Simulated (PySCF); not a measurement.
A run for PySCF: D3(BJ) and D4 dispersion corrections on CH4OSi (SMILES C[Si]O), a point of a torsion scan.

```python
from pyscf import gto
from pyscf.dispersion import dftd3, dftd4

mol = gto.M(
    atom='''
    C     0.86539989   -0.05992145    0.03745760
    Si   -0.55698014    1.21811967   -0.17909600
    O    -1.81224686    0.49767545    0.56547374
    H     0.61720130   -1.01872858   -0.42362643
    H     1.79157023    0.28409058   -0.41786224
    H     1.07692574   -0.25011498    1.09224940
    H    -1.81121763   -0.35902857    0.99878476
    ''',
    basis='def2-svp',
    charge=0, spin=0, verbose=0, max_memory=1800)
d3, d4 = {}, {}
for xc in ['hf', 'pbe', 'blyp', 'revpbe', 'tpss', 'r2scan', 'b3lyp', 'pbe0', 'bhlyp', 'camb3lyp', 'b2plyp']:
    d3[xc] = float(dftd3.DFTD3Dispersion(mol, xc=xc, version='d3bj', atm=False).get_dispersion()['energy'])
    print(f'D3(BJ) {xc:10s} {d3[xc]:14.8f} Eh')
for xc in ['hf', 'pbe', 'blyp', 'revpbe', 'tpss', 'r2scan', 'b3lyp', 'pbe0', 'bhlyp', 'camb3lyp', 'b2plyp']:
    d4[xc] = float(dftd4.DFTD4Dispersion(mol, xc={'camb3lyp': 'cam-b3lyp'}.get(xc, xc), atm=True).get_dispersion()['energy'])
    print(f'D4     {xc:10s} {d4[xc]:14.8f} Eh')
```

The log:

```
D3(BJ) hf            -0.03757936 Eh
D3(BJ) pbe           -0.00422738 Eh
D3(BJ) blyp          -0.00929632 Eh
D3(BJ) revpbe        -0.01092486 Eh
D3(BJ) tpss          -0.00533692 Eh
D3(BJ) r2scan        -0.00109268 Eh
D3(BJ) b3lyp         -0.00760607 Eh
D3(BJ) pbe0          -0.00363194 Eh
D3(BJ) bhlyp         -0.00608248 Eh
D3(BJ) camb3lyp      -0.00327908 Eh
D3(BJ) b2plyp        -0.00355863 Eh
D4     hf            -0.01524426 Eh
D4     pbe           -0.00398154 Eh
D4     blyp          -0.00902773 Eh
D4     revpbe        -0.01306997 Eh
D4     tpss          -0.00539402 Eh
D4     r2scan        -0.00090652 Eh
D4     b3lyp         -0.00648586 Eh
D4     pbe0          -0.00330229 Eh
D4     bhlyp         -0.00482998 Eh
D4     camb3lyp      -0.00331731 Eh
D4     b2plyp        -0.00274609 Eh
```

The run finished.

Cost: about 0.020 core-seconds (a rough figure).
